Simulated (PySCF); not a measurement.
These are PBE0-D3(BJ)/def2-TZVP run with PySCF values and carry that method's errors. Isolated molecules, 0 K electronic values unless said otherwise. 

Reference species (SMILES): `B1[SiH]=C1` (neutral, multiplicity 1).

```yaml
HOMO–LUMO gap: 5.56 eV
LUMO: -1.55 eV
```

Changed species: `B=C=[SiH2]`.

Task: Predict the effect on the HOMO–LUMO gap and LUMO.

Result: the HOMO–LUMO gap drops by 1.57 eV, to 3.99 eV; the LUMO falls by 1.08 eV, to -2.63 eV.
